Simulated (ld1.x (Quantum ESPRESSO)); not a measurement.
## Logarithmic derivatives: Ge, ultrasoft

germanium (Ge), ultrasoft, made with ld1.x (Quantum ESPRESSO) 7.5 (PBE, scalar-relativistic). Core [Ne] 3s2, reference 3p6 3d10 4s1.75 4p2.25. Waves: 4s (bound): rcut 1.60, rcutus 1.80 bohr; 4s channel at 0.3 Ry: rcut 1.60, rcutus 1.80 bohr; 3p (bound): rcut 0.90, rcutus 1.05 bohr; 4p (bound): rcut 0.90, rcutus 1.05 bohr; 3d (bound): rcut 0.80, rcutus 1.05 bohr; 3d channel at -0.65 Ry: rcut 0.80, rcutus 1.05 bohr. Local part: all-electron potential smoothed inside 1.50 bohr (lloc = -1). Core correction: a·sin(br)/r model core, default radius (core density twice the valence density). Augmentation charge: PSQ, inside the norm-conserving radii.

The phase is arctan(r·u′/u) with u = r·R(r), unwrapped; energies in Ry, scanned from -11 to 5 Ry. A pole is an energy at which the radial function vanishes at the test radius. The pseudo phase is shifted by a multiple of π to meet the all-electron one at the reference energy, and phase errors are pseudo minus all-electron; the curves can meet again beyond the range given. Levels narrower than the energy grid can be missing from the lists of poles.

For each channel, where are the poles, and over which energies does the pseudopotential scatter like the atom?

```csv
channel,radius (bohr),reference energy (Ry),"poles, all-electron","poles, pseudo",unbroken range about the reference energy with phases within 0.05 rad,phase error 1 Ry above the reference energy (rad)
s,1.95,-0.88,2.43,2.42,the whole range,+0.000
p,1.95,-0.30,"-8.50, 4.03","-8.50, 4.03",the whole range,+0.000
d,1.95,-2.19,-2.06,-2.06,the whole range,+0.000
```

Phases in the p channel:

```json
{"E (Ry)": "-11.00", "all-electron": "1.405", "pseudo": "1.405"}
{"E (Ry)": "-10.76", "all-electron": "1.403", "pseudo": "1.403"}
{"E (Ry)": "-10.52", "all-electron": "1.400", "pseudo": "1.400"}
{"E (Ry)": "-10.28", "all-electron": "1.397", "pseudo": "1.397"}
{"E (Ry)": "-10.04", "all-electron": "1.394", "pseudo": "1.394"}
{"E (Ry)": "-9.80", "all-electron": "1.391", "pseudo": "1.391"}
{"E (Ry)": "-9.56", "all-electron": "1.387", "pseudo": "1.387"}
{"E (Ry)": "-9.32", "all-electron": "1.382", "pseudo": "1.382"}
{"E (Ry)": "-9.08", "all-electron": "1.375", "pseudo": "1.375"}
{"E (Ry)": "-8.84", "all-electron": "1.360", "pseudo": "1.360"}
{"E (Ry)": "-8.60", "all-electron": "1.225", "pseudo": "1.225"}
{"E (Ry)": "-8.36", "all-electron": "-1.720", "pseudo": "-1.720"}
{"E (Ry)": "-8.12", "all-electron": "-1.746", "pseudo": "-1.746"}
{"E (Ry)": "-7.88", "all-electron": "-1.756", "pseudo": "-1.756"}
{"E (Ry)": "-7.64", "all-electron": "-1.762", "pseudo": "-1.762"}
{"E (Ry)": "-7.40", "all-electron": "-1.768", "pseudo": "-1.768"}
{"E (Ry)": "-7.16", "all-electron": "-1.773", "pseudo": "-1.773"}
{"E (Ry)": "-6.92", "all-electron": "-1.778", "pseudo": "-1.778"}
{"E (Ry)": "-6.68", "all-electron": "-1.783", "pseudo": "-1.783"}
{"E (Ry)": "-6.44", "all-electron": "-1.788", "pseudo": "-1.788"}
{"E (Ry)": "-6.20", "all-electron": "-1.794", "pseudo": "-1.794"}
{"E (Ry)": "-5.96", "all-electron": "-1.799", "pseudo": "-1.799"}
{"E (Ry)": "-5.72", "all-electron": "-1.805", "pseudo": "-1.805"}
{"E (Ry)": "-5.48", "all-electron": "-1.812", "pseudo": "-1.812"}
{"E (Ry)": "-5.24", "all-electron": "-1.819", "pseudo": "-1.819"}
{"E (Ry)": "-5.00", "all-electron": "-1.826", "pseudo": "-1.826"}
{"E (Ry)": "-4.76", "all-electron": "-1.834", "pseudo": "-1.834"}
{"E (Ry)": "-4.52", "all-electron": "-1.843", "pseudo": "-1.843"}
{"E (Ry)": "-4.28", "all-electron": "-1.853", "pseudo": "-1.853"}
{"E (Ry)": "-4.04", "all-electron": "-1.863", "pseudo": "-1.863"}
{"E (Ry)": "-3.80", "all-electron": "-1.875", "pseudo": "-1.875"}
{"E (Ry)": "-3.56", "all-electron": "-1.888", "pseudo": "-1.888"}
{"E (Ry)": "-3.32", "all-electron": "-1.903", "pseudo": "-1.903"}
{"E (Ry)": "-3.08", "all-electron": "-1.920", "pseudo": "-1.920"}
{"E (Ry)": "-2.84", "all-electron": "-1.939", "pseudo": "-1.939"}
{"E (Ry)": "-2.60", "all-electron": "-1.961", "pseudo": "-1.961"}
{"E (Ry)": "-2.36", "all-electron": "-1.987", "pseudo": "-1.987"}
{"E (Ry)": "-2.12", "all-electron": "-2.018", "pseudo": "-2.018"}
{"E (Ry)": "-1.88", "all-electron": "-2.055", "pseudo": "-2.055"}
{"E (Ry)": "-1.64", "all-electron": "-2.101", "pseudo": "-2.101"}
{"E (Ry)": "-1.40", "all-electron": "-2.158", "pseudo": "-2.158"}
{"E (Ry)": "-1.16", "all-electron": "-2.232", "pseudo": "-2.232"}
{"E (Ry)": "-0.92", "all-electron": "-2.330", "pseudo": "-2.330"}
{"E (Ry)": "-0.68", "all-electron": "-2.463", "pseudo": "-2.463"}
{"E (Ry)": "-0.44", "all-electron": "-2.646", "pseudo": "-2.646"}
{"E (Ry)": "-0.20", "all-electron": "-2.892", "pseudo": "-2.892"}
{"E (Ry)": "0.04", "all-electron": "-3.199", "pseudo": "-3.198"}
{"E (Ry)": "0.28", "all-electron": "-3.520", "pseudo": "-3.520"}
{"E (Ry)": "0.52", "all-electron": "-3.801", "pseudo": "-3.801"}
{"E (Ry)": "0.76", "all-electron": "-4.015", "pseudo": "-4.015"}
{"E (Ry)": "1.00", "all-electron": "-4.172", "pseudo": "-4.172"}
{"E (Ry)": "1.24", "all-electron": "-4.287", "pseudo": "-4.287"}
{"E (Ry)": "1.48", "all-electron": "-4.373", "pseudo": "-4.373"}
{"E (Ry)": "1.72", "all-electron": "-4.439", "pseudo": "-4.439"}
{"E (Ry)": "1.96", "all-electron": "-4.491", "pseudo": "-4.491"}
{"E (Ry)": "2.20", "all-electron": "-4.534", "pseudo": "-4.534"}
{"E (Ry)": "2.44", "all-electron": "-4.569", "pseudo": "-4.569"}
{"E (Ry)": "2.68", "all-electron": "-4.599", "pseudo": "-4.599"}
{"E (Ry)": "2.92", "all-electron": "-4.625", "pseudo": "-4.625"}
{"E (Ry)": "3.16", "all-electron": "-4.648", "pseudo": "-4.647"}
{"E (Ry)": "3.40", "all-electron": "-4.668", "pseudo": "-4.668"}
{"E (Ry)": "3.64", "all-electron": "-4.686", "pseudo": "-4.686"}
{"E (Ry)": "3.88", "all-electron": "-4.703", "pseudo": "-4.702"}
{"E (Ry)": "4.12", "all-electron": "-4.718", "pseudo": "-4.718"}
{"E (Ry)": "4.36", "all-electron": "-4.733", "pseudo": "-4.732"}
{"E (Ry)": "4.60", "all-electron": "-4.747", "pseudo": "-4.746"}
{"E (Ry)": "4.84", "all-electron": "-4.760", "pseudo": "-4.760"}
```
